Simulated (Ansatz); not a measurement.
System: sum formula SiH$_{3}$Cl (charge -1, doublet). 
Coordinates optimised at B3LYP-D3(BJ)/def2-TZVP (Ansatz, a program for electronic structure):
```
Si
H 1 1.4986
H 1 1.4986 2 105.90
H 1 1.5513 2 99.61 3 102.96
Cl 1 2.5598 2 92.59 4 163.61
```
Charge -1, spin multiplicity 2.

Basis-set convergence of Hartree-Fock and CCSD(T) correlation energies (hartree) with Ansatz. Cores are frozen in the correlated levels unless marked. Open shells are spin-unrestricted. No spin-orbit coupling. No relativistic terms.

```
basis            functions       E(HF)  E(corr, CCSD(T))
---------------  ---------  ----------  ----------------
aug-cc-pV(D+d)Z         91  -750.20302          -0.32364
aug-cc-pV(T+d)Z        179         ___               ___
```

Problem. What belongs in the gaps?

Solution. 
- aug-cc-pV(T+d)Z, E(HF): -750.22565
- aug-cc-pV(T+d)Z, E(corr, CCSD(T)): -0.39809
